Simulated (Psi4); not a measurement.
Pair of molecules, SMILES O=S=O with SMILES [H][H] (the first has 3 atoms); geometry from B3LYP-D3(BJ)/def2-TZVP.
(charge 0, multiplicity 1):
```xyz
5

O      1.098     0.967     0.728
S      0.470     0.357    -0.414
O     -0.918    -0.009    -0.330
H     -0.472    -0.717     3.416
H     -0.276    -0.257     2.864
```

Level of theory: Psi4 with SAPT0/jun-cc-pV(D+d)Z.

Q: Give the four SAPT terms and the total, and say what mostly holds the pair together.

A: electrostatics -15.2, exchange 30.8, induction -3.5, dispersion -15.8, total -3.7 meV; the largest attraction is dispersion.
